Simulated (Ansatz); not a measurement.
The cluster Cu4B (the lowest doublet isomer of a short search) was relaxed with B3LYP-D4 (def2-SVP) in Ansatz in these states: neutral doublet, neutral quartet. The geometries follow in no particular order.

A:

```xyz
5

B    -0.311    0.072    0.692
Cu   -1.920   -0.035   -0.436
Cu    0.306   -1.315   -0.567
Cu    0.318    1.170   -0.821
Cu    1.607    0.108    1.133
```

B:

```xyz
5

B     0.847   -0.421   -0.043
Cu    1.122    1.499   -0.217
Cu   -0.630    0.455    1.203
Cu   -0.839    0.274   -1.128
Cu   -0.500   -1.807    0.185
```

Task: Judge from the bond lengths which geometry belongs to which state (an estimate).

Result: A is the neutral quartet (B1–Cu4 1.972 Å, Cu3–Cu4 2.498 Å, B1–Cu3 1.972 Å); B is the neutral doublet (B1–Cu4 2.122 Å, Cu3–Cu4 2.348 Å, B1–Cu3 2.122 Å).

At PBE0-D4/def2-TZVP a doublet lies 1.34 eV below the neutral quartet. These are the stationary points nearest to one start from a short search; other shapes may lie lower in each state.
